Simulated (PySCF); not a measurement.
Exercise with solution: oscillator strength and radiative lifetime

F2GeH4OSi, SMILES [Si](F)([GeH3])(O)F.

The structure is a stationary point at ωB97X-D3(BJ)/def2-SVP. The structure was generated by enumeration, and PubChem lists no compound with its InChIKey, so it may never have been made. Other conformers were not sampled.

PySCF 2.14.0 with TDDFT-ωB97X/def2-SVPD puts the first singlet state with f over 0.02 at 8.27 eV (vertical), with the transition dipole (0.000, 0.000, -0.398) in atomic units.

### Question
Find the oscillator strength, the wavelength and the radiative lifetime that this transition would have in vacuum if emission retraced absorption.

### Answer

|μ|² = 0.1584 au, so |μ| = 1.01 D. ΔE = 8.27/27.211 = 0.3039 hartree. f = (2/3) ΔE |μ|² = 0.032 (the program prints 0.032).
λ = 1239.84/8.27 = 150 nm; ν = 66702 cm⁻¹.
Einstein's coefficient A = 0.6670 ν² f s⁻¹ (ν in cm⁻¹) = 9.5e7 s⁻¹, so τ = 1/A = 10 ns. This state is S1. The figure is the radiative limit of this one transition; relaxation, internal conversion, crossing to triplets and a medium change what is measured.
